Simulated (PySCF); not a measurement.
**Structure elucidation problem**

An unknown has the formula C$_{3}$H$_{2}$F$_{6}$. Its calculated NMR data are:

$^{1}$H NMR (500 MHz, computed): δ 2.88 (m, 2H).

$^{13}$C{$^{1}$H} NMR (computed): δ 131.3 (C, 2C), 44.1 (CH2).

Theoretical values (PySCF 2.14): GFN2-xTB structure, shielding tensors at PBE0/pcSseg-1 (GIAO). Rapidly exchanging positions averaged, no relativistic terms, one conformer, isolated molecule.

Chemical shifts δ = σref − σ; $^{1}$H (31.72 ppm) and $^{13}$C (186.93 ppm) vs TMS, all at this level.

Task: Propose a structure and justify it.

Result: 
The formula gives 0 degrees of unsaturation. 2 carbon signals for 3 carbons: some carbons are equivalent by symmetry or fast rotation. Carbon types of the structure: 2 × C, 1 × CH2, which accounts for all hydrogens. δC 131.3: CF3 carbon; 3 electronegative neighbours deshield it. δC 44.1: sp3 CH2; aliphatic region, no heteroatom directly attached. δH 2.88: hydrogen on an sp3 CH2.

Structure: `FC(F)(F)CC(F)(F)F`.

This is the structure that produced the data.

Splittings by $^{19}$F in the carbon and heteronuclear signals aren't shown, as no couplings were computed. Shifts are as computed. Against solution values, carbons near 30 ppm lie about +3 ppm off and those near 130 ppm about +5 ppm. Of 1211 compounds with measured shifts, 218 miss one by over three times the rms of a fit or turn the order of signals round; such compounds aren't used in these exercises.
